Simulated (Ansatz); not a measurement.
A nudged elastic band was laid between two geometries of C3H8STe (13 atoms, charge 0, multiplicity 1).

Method: RKS PBE0-D4/def2-SVP in Ansatz 0.2.0.

| Quantity | Value |
| --- | --- |
| movable images | 5 |
| climbing image | yes |
| spring | 5.0 eV/Å² |
| optimiser | quadratic models (default) |
| start path | through a guess of the saddle point |
| force threshold | 0.05 eV/Å |
| iteration limit | 60 |
| end points | relaxed |

First end point:

```xyz
13
Properties=species:S:1:pos:R:3
C -2.106 0.007 0.228
Te -1.119 -1.259 -1.203
C 0.834 -1.124 -0.262
C 1.213 0.256 0.232
S 1.075 1.501 -1.097
H -3.167 0.039 -0.055
H -1.679 1.017 0.163
H -2.014 -0.405 1.241
H 1.533 -1.471 -1.037
H 0.858 -1.840 0.572
H 0.574 0.551 1.079
H 2.254 0.233 0.594
H 1.765 2.461 -0.439
```

Last end point:

```xyz
13
Properties=species:S:1:pos:R:3
C -2.317 -0.043 0.024
Te -0.994 -1.203 -1.215
C 0.761 -1.033 0.047
C 1.613 0.205 -0.148
S 0.741 1.686 0.463
H -3.332 -0.190 -0.371
H -2.038 1.016 -0.019
H -2.272 -0.417 1.055
H 1.353 -1.931 -0.191
H 0.423 -1.136 1.090
H 2.555 0.089 0.415
H 1.858 0.338 -1.212
H 1.671 2.584 0.076
```

What changes between the two ends?

No bond is made or broken. The dihedral Te2–C3–C4–S5 goes from -54 to 70°.

What energy profile does the band end with?

It converged. The highest image is number 3 of 0 to 6, 0.168 eV above the first end and 0.163 eV above the last; the last end lies 0.005 eV above the first. A vibrational analysis at the climbing image gives one clearly imaginary mode, 155i cm⁻¹: a first-order saddle point.

| image | path coordinate (Å) | energy (eV) | dihedral Te2–C3–C4–S5 (°) |
| --- | --- | --- | --- |
| 0 | 0.00 | 0.000 | -54 |
| 1 | 0.68 | 0.043 | -38 |
| 2 | 1.37 | 0.128 | -18 |
| 3 | 2.05 | 0.168 | 3 |
| 4 | 2.96 | 0.099 | 30 |
| 5 | 3.87 | 0.027 | 56 |
| 6 | 4.79 | 0.005 | 70 |

What is the geometry of the highest image?


```xyz
13
Properties=species:S:1:pos:R:3
C -2.256 -0.075 0.125
Te -1.024 -1.082 -1.322
C 0.761 -1.053 -0.094
C 1.549 0.253 0.061
S 0.793 1.690 -0.785
H -3.258 0.025 -0.313
H -1.828 0.918 0.313
H -2.316 -0.667 1.047
H 1.389 -1.835 -0.546
H 0.437 -1.434 0.884
H 1.637 0.501 1.128
H 2.568 0.119 -0.331
H 1.567 2.605 -0.154
```

What are the harmonic wavenumbers there?

155i, 92, 129, 136, 158, 268, 349, 541, 542, 680, 737, 832, 848, 897, 932, 1059, 1137, 1186, 1234, 1238, 1273, 1425, 1431, 1447, 1467, 2678, 3074, 3082, 3107, 3145, 3175, 3202, 3210 cm⁻¹.

Time of the run: 2.8 min on 2 threads of Intel(R) Xeon(R) Platinum 8488C (Sapphire Rapids), on a shared host, peak memory 0.37 GiB.
